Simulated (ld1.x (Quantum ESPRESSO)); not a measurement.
**Varying the TM potential for cobalt (Co)**

Base potential:

* Element: cobalt
* Generator: ld1.x (Quantum ESPRESSO) 7.5
* Type: norm-conserving Troullier–Martins (Kleinman–Bylander form)
* Functional: PBE
* Relativity: scalar-relativistic
* Frozen core: [Ne] 3s2
* Valence charge: 15
* Reference configuration: 3p6 3d7 4s2 4p0
* Partial waves: 4s (bound): rc 2.00 bohr; 3p (bound): rc 0.85 bohr; 3d (bound): rc 1.65 bohr
* Local potential: all-electron potential smoothed inside 1.05 bohr (lloc = -1)
* Core correction: none

All-electron outer shells of the reference configuration (PBE, scalar-relativistic, ld1.x):

| shell | level (eV) | outermost node (bohr) | outermost maximum (bohr) |
| --- | --- | --- | --- |
| 2p | -769.94 | – | 0.17 |
| 3s | -102.40 | 0.31 | 0.66 |
| 3p | -65.64 | 0.28 | 0.68 |
| 3d | -8.20 | – | 0.66 |
| 4s | -5.47 | 0.96 | 2.32 |
| 4p | -1.28 | 1.05 | 3.25 |

Cutoffs, loose and tight: the cutoffs (Ry, on a coarse ladder) from which the occupation-weighted sum of valence levels, in a spherical-Bessel basis at the reference potential, stays within 10 and 1 mRy of its value at 400 Ry. They do not see the model core or the augmentation charge, which bear on the density cutoff. Test errors are all-electron minus pseudo excitation energies from the reference, over the configurations 3p6 3d7 4s1 4p0; 3p6 3d7 4s0 4p0; 3p6 3d6 4s0 4p0; 3p6 3d6 4s2 4p1; 3p6 3d5 4s0 4p0; 3p5 3d7 4s2 4p0; 3p6 3d7 4s1 4p1. A dash means not determined; rows that change the core or the reference have their own tests. The largest error is taken over the tests solved by every variant that gives reliable tests at all: 3p5 3d7 4s2 4p0; 3p6 3d6 4s0 4p0; 3p6 3d6 4s2 4p1; 3p6 3d7 4s0 4p0; 3p6 3d7 4s1 4p0; 3p6 3d7 4s1 4p1.

A true bound ghost makes a file unfit for plane-wave use even where its test errors are small: the radial tests pick states by their node count and pass the ghost by.

| change | outcome | cutoff, loose | cutoff, tight | bound ghosts | largest test error (meV) |
| --- | --- | --- | --- | --- | --- |
| base | generated | 160 Ry | 260 Ry | s | -299 |
| type ultrasoft; waves now 4s (bound): rcut 1.75, rcutus 2.00 bohr; 4s channel at 1.15 Ry: rcut 1.75, rcutus 2.00 bohr; 3p (bound): rc 0.85 bohr; 4p (bound): rc 0.85 bohr; 3d (bound): rcut 1.45, rcutus 1.65 bohr; 3d channel at 0.8 Ry: rcut 1.45, rcutus 1.65 bohr; local potential all-electron potential smoothed inside 1.45 bohr (lloc = -2); augmentation PSQ, inside the norm-conserving radii | generated | 160 Ry | 260 Ry | none | +45 |
| wave 3d (bound): rc 1.65 bohr becomes 3d (bound): rc 1.40 bohr | generated | 160 Ry | 260 Ry | s | -156 |
| local potential the d channel | generated | 160 Ry | 260 Ry | s | -398 |
| all radii scaled by about 1.15 (s 2.30, p 0.98, d 1.90 bohr); local potential all-electron potential smoothed inside 1.20 bohr (lloc = -1) | generated | 120 Ry | 160 Ry | s | -534 |
| core correction a·sin(br)/r model core inside 0.34 bohr | generated | 160 Ry | 260 Ry | s | -314 |

(1) What comes out with this change to the base: core [Ar], valence charge 9; reference 3d7 4s2 4p0; waves now 4s (bound): rc 2.60 bohr; 4p (bound): rc 3.10 bohr; 3d (bound): rc 0.95 bohr; local potential all-electron potential smoothed inside 2.00 bohr (lloc = -1); core correction Bessel-smoothed model core, default radius (core density twice the valence density)?

## Answers

(1) outcome: generated; cutoff, loose: 230 Ry; cutoff, tight: 300 Ry; bound ghosts: none; largest test error (meV): -1697 over the solved tests; 1 of 7 tests not solved or not reliable.
